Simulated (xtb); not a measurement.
C₃H₃ (SMILES [CH]1C=C1), doublet, from a rough starting geometry; GFN2-xTB (xtb).

xtb was given this input:
```
$ xtb mol.xyz --gfn 2 --uhf 1 --opt vtight --json

# file mol.xyz
6

C      0.19006074    -0.02383483     0.95513309
C      0.15082265    -0.67220770    -0.36604206
C      0.07732581     0.65971791    -0.32868481
H     -0.72633405    -0.01997763     1.58522882
H      0.15236036    -1.65398423    -0.88965394
H      0.12202530     1.62344819    -0.90810031
```

Output, abridged:

```
   ID    Z sym.   atoms
    1    6 C      1-3
    2    1 H      4-6

           -------------------------------------------------
          |                Calculation Setup                |
           -------------------------------------------------

           -------------------------------------------------
          |                 G F N 2 - x T B                 |
           -------------------------------------------------

          ...................................................
          :                      SETUP                      :
          :.................................................:
          :  # basis functions                  15          :
          :  # atomic orbitals                  15          :
          :  # shells                            9          :
          :  # electrons                        15          :
          :  max. iterations                   250          :
          :  Hamiltonian                  GFN2-xTB          :
          :  restarted?                      false          :
          :  GBSA solvation                  false          :
          :  PC potential                    false          :
          :  electronic temp.          300.0000000     K    :
          :  accuracy                    1.0000000          :
          :  -> integral cutoff          0.2500000E+02      :
          :  -> integral neglect         0.1000000E-07      :
          :  -> SCF convergence          0.1000000E-05 Eh   :
          :  -> wf. convergence          0.1000000E-03 e    :
          :  Broyden damping             0.4000000          :
          :  net charge                          0          :
          :  unpaired electrons                  1          :
          ...................................................

 iter      E             dE          RMSdq      gap      omega  full diag
   1     -7.8472233 -0.784722E+01  0.625E+00    2.42       0.0  T
   2     -7.8643227 -0.170993E-01  0.366E+00    1.27       1.0  T
   3     -7.8580266  0.629611E-02  0.206E+00    2.27       1.0  T
   4     -7.8719450 -0.139184E-01  0.245E-01    1.66       1.0  T
   5     -7.8720064 -0.614462E-04  0.154E-01    1.71       1.0  T
   6     -7.8721060 -0.996206E-04  0.559E-02    1.71       1.0  T
   7     -7.8721083 -0.227183E-05  0.150E-02    1.71       2.7  T
   8     -7.8721091 -0.827320E-06  0.240E-03    1.71      17.0  T
   9     -7.8721091 -0.786883E-08  0.390E-04    1.71     104.6  T
  10     -7.8721091 -0.444063E-10  0.145E-04    1.71     280.8  T

   *** convergence criteria satisfied after 10 iterations ***

         :::::::::::::::::::::::::::::::::::::::::::::::::::::
         ::                     SUMMARY                     ::
         :::::::::::::::::::::::::::::::::::::::::::::::::::::
         :: total energy              -7.742131565556 Eh    ::
         :: gradient norm              0.069064523642 Eh/a0 ::
         :: HOMO-LUMO gap              1.714074045758 eV    ::
         ::.................................................::
         :: SCC energy                -7.872108974151 Eh    ::
         :: -> isotropic ES            0.001488202721 Eh    ::
         :: -> anisotropic ES          0.000939936992 Eh    ::
         :: -> anisotropic XC          0.010220759426 Eh    ::
         :: -> dispersion             -0.001969530857 Eh    ::
         :: repulsion energy           0.129977408595 Eh    ::
         :: add. restraining           0.000000000000 Eh    ::
         :: total charge              -0.000000000000 e     ::
         :::::::::::::::::::::::::::::::::::::::::::::::::::::

      -----------------------------------------------------------
     |                   =====================                   |
     |                        A N C O P T                        |
     |                   =====================                   |
     |               Approximate Normal Coordinate               |
[...]
 * total energy  :    -7.7421316 Eh     change       -0.6393996E-11 Eh
 * total energy  :    -7.7478334 Eh     change       -0.5701841E-02 Eh
 * total energy  :    -7.7443747 Eh     change        0.3458700E-02 Eh
 * total energy  :    -7.7496749 Eh     change       -0.5300204E-02 Eh
 * total energy  :    -7.7501556 Eh     change       -0.4806753E-03 Eh
 * total energy  :    -7.7502444 Eh     change       -0.8878820E-04 Eh
 * total energy  :    -7.7502568 Eh     change       -0.1247298E-04 Eh
 * total energy  :    -7.7502625 Eh     change       -0.5603871E-05 Eh
 * total energy  :    -7.7502637 Eh     change       -0.1286055E-05 Eh
 * total energy  :    -7.7502639 Eh     change       -0.1520174E-06 Eh
 * total energy  :    -7.7502639 Eh     change       -0.3297350E-07 Eh
   *** GEOMETRY OPTIMIZATION CONVERGED AFTER 11 ITERATIONS ***
         :: total energy              -7.750263922649 Eh    ::
[...]
         :: total charge               0.000000000000 e     ::
         :::::::::::::::::::::::::::::::::::::::::::::::::::::

           -------------------------------------------------
          |                Property Printout                |
           -------------------------------------------------

    * Orbital Energies and Occupations

         #    Occupation            Energy/Eh            Energy/eV
      -------------------------------------------------------------
         1        2.0000           -0.6487282             -17.6528
         2        2.0000           -0.5591544             -15.2154
         3        2.0000           -0.5528359             -15.0434
         4        2.0000           -0.5038874             -13.7115
         5        2.0000           -0.4684351             -12.7468
         6        2.0000           -0.4366108             -11.8808
         7        2.0000           -0.4159033             -11.3173
         8        1.0000           -0.2832048              -7.7064 (HOMO)
         9                         -0.2278097              -6.1990 (LUMO)
        10                         -0.0173302              -0.4716
        11                          0.1040171               2.8304
        12                          0.1121044               3.0505
        13                          0.2588313               7.0432
        14                          0.4355650              11.8523
        15                          0.8073806              21.9699
      -------------------------------------------------------------
                  HL-Gap            0.0553950 Eh            1.5074 eV
             Fermi-level           -0.3025307 Eh           -8.2323 eV

     #   Z          covCN         q      C6AA      α(0)
     1   6 C        2.883    -0.113    30.848     9.105
     2   6 C        2.886    -0.011    28.288     8.720
     3   6 C        2.886    -0.011    28.286     8.719
     4   1 H        0.926     0.029     2.595     2.519
     5   1 H        0.927     0.053     2.288     2.365
     6   1 H        0.927     0.053     2.288     2.366

 Mol. C6AA /au·bohr⁶  :        433.582873
 Mol. C8AA /au·bohr⁸  :      10645.260659
 Mol. α(0) /au        :         33.794517

Wiberg/Mayer (AO) data.
largest (>0.10) Wiberg bond orders for each atom

 ---------------------------------------------------------------------------
     #   Z sym  total        # sym  WBO       # sym  WBO       # sym  WBO
 ---------------------------------------------------------------------------
     1   6 C    3.261 --     3 C    1.124     2 C    1.124     4 H    0.974
     2   6 C    3.914 --     3 C    1.802     1 C    1.124     5 H    0.964
     3   6 C    3.914 --     2 C    1.802     1 C    1.124     6 H    0.964
     4   1 H    0.997 --     1 C    0.974
     5   1 H    0.997 --     2 C    0.964
     6   1 H    0.997 --     3 C    0.964
 ---------------------------------------------------------------------------

Topologies differ in total number of bonds
Writing topology from bond orders to xtbtopo.mol

molecular dipole:
                 x           y           z       tot (Debye)
 q only:       -0.039      -0.001      -0.276
   full:       -0.247      -0.004      -0.528       1.481
molecular quadrupole (traceless):
                xx          xy          yy          xz          yz          zz
 q only:       -0.509      -0.018       0.743      -0.308       0.006      -0.234
  q+dip:       -1.779      -0.055       2.450      -1.425      -0.001      -0.671
   full:       -0.355      -0.016       1.356      -1.143       0.004      -1.002

optimized geometry written to: xtbopt.xyz

           -------------------------------------------------
          | TOTAL ENERGY               -7.750263922649 Eh   |
          | GRADIENT NORM               0.000062698042 Eh/α |
          | HOMO-LUMO GAP               1.507375603845 eV   |
           -------------------------------------------------

normal termination of xtb
```
